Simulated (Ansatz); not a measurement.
`[NH2][V](=[O])([OH])[Cl]` + HCl → `[O]=[V]([OH])([Cl])[Cl]` + NH₃ at 600 K and 1 bar (ligand exchange at a V–N bond).

Computed with Ansatz on PBE0-D4/def2-TZVP structures; ΔE is electronic, products minus reactants. CCSD(T)/CBS adds triple-zeta CCSD(T) − MP2 to the extrapolated MP2 energy (def2 sets, frozen cores). This one scheme is used for every species. For V outer-core shells are correlated without core-valence functions, which leaves a few kJ/mol of doubt a bond. Scalar relativity is left out up to krypton. One conformer a species, not always the lowest.

```json
{"species": "`[NH2][V](=[O])([OH])[Cl]`", "CCSD(T)/CBS energy (Eh)": "-1610.23816", "H − E (kJ/mol)": "175.6", "S (J/(mol·K))": "434.7"}
{"species": "HCl", "CCSD(T)/CBS energy (Eh)": "-460.38127", "H − E (kJ/mol)": "35.4", "S (J/(mol·K))": "207.2"}
{"species": "`[O]=[V]([OH])([Cl])[Cl]`", "CCSD(T)/CBS energy (Eh)": "-2014.13218", "H − E (kJ/mol)": "105.5", "S (J/(mol·K))": "419.2"}
{"species": "NH₃", "CCSD(T)/CBS energy (Eh)": "-56.50880", "H − E (kJ/mol)": "112.4", "S (J/(mol·K))": "219.5"}
```

H − E and S are ideal-gas, rigid-rotor, harmonic terms from PBE0-D4/def2-TZVP, for one conformer and one mirror image of each species. 1 Eh = 2625.50 kJ/mol, R = 8.31446 J/(mol·K).

**Question.** By hand: ΔE, ΔH, ΔS and ΔG.

**Answer.** ΔE = (-2014.13218) + (-56.50880) − (-1610.23816) − (-460.38127) = -0.02155 Eh = -56.6 kJ/mol. Δ(H − E) = 105.5 + 112.4 − 175.6 − 35.4 = 6.9, so ΔH = -49.7 kJ/mol. ΔS = 419.2 + 219.5 − 434.7 − 207.2 = -3.2 J/(mol·K). ΔG = -49.7 − 600 × (-3.2)/1000 = -47.8 kJ/mol.

**Question.** By hand: the equilibrium constant, and the temperature at which ΔG would vanish if ΔH and ΔS stayed fixed.

**Answer.** log₁₀ K = −ΔG/(RT ln 10) = 4.2. ΔG = 0 at ΔH/ΔS = 15531 K, far beyond where these terms or the molecules hold.

The number of gas molecules stays the same, so ΔS is small and ΔH decides. A doubt of 5 kJ/mol in ΔE shifts log₁₀ K by 0.4 here. Other conformers and mirror images would add mixing entropy, several J/(mol·K) or more a flexible species. These are equilibria of isolated gas molecules and say nothing of rates. Largest T1 diagnostic: 0.033 (customary marks: 0.02 for closed shells, 0.045 for open ones).
